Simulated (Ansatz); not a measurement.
Program: Ansatz. Geometries: PBE0-D4/def2-TZVP. ΔE: electronic, gas phase. CCSD(T)/CBS is the MP2 limit (def2-TZVPP, def2-QZVPP) plus CCSD(T) − MP2 in def2-TZVPP, frozen cores. This one scheme is used for every species. DFT in def2-TZVPP. Each species was taken in one conformer, which may not be the lowest.

Reaction (substitution at a C–C bond): `CC(C)[SiH]` + `CO[SiH2]N` → `CN[SiH2]OC` + `CC[SiH]`

```json
{"level": "r2SCAN-D4", "ΔE (kcal/mol)": "11.2"}
{"level": "ωB97M-V", "ΔE (kcal/mol)": "9.7"}
{"level": "B2PLYP", "ΔE (kcal/mol)": "8.1"}
{"level": "PBE", "ΔE (kcal/mol)": "10.6"}
{"level": "SCS-MP2/def2-TZVPP", "ΔE (kcal/mol)": "8.5"}
{"level": "MP2/def2-QZVPP", "ΔE (kcal/mol)": "11.3"}
{"level": "SCS-MP2/def2-QZVPP", "ΔE (kcal/mol)": "8.8"}
{"level": "MP2/CBS(def2)", "ΔE (kcal/mol)": "11.5"}
```

Question: What does CCSD(T)/CBS give? (Best estimate.)

Answer: Computed: +9.1 kcal/mol. The listed levels differ from it by 2.1, 0.6, -1.0, 1.5, -0.6, 2.2, -0.3, 2.4 kcal/mol.

Largest T1 diagnostic among the species: 0.012.

In def2-TZVPP, CCSD(T) changes the Hartree–Fock value by +6.2 kcal/mol (the triples alone add +1.2 kcal/mol) and MP2 by +8.6 kcal/mol.
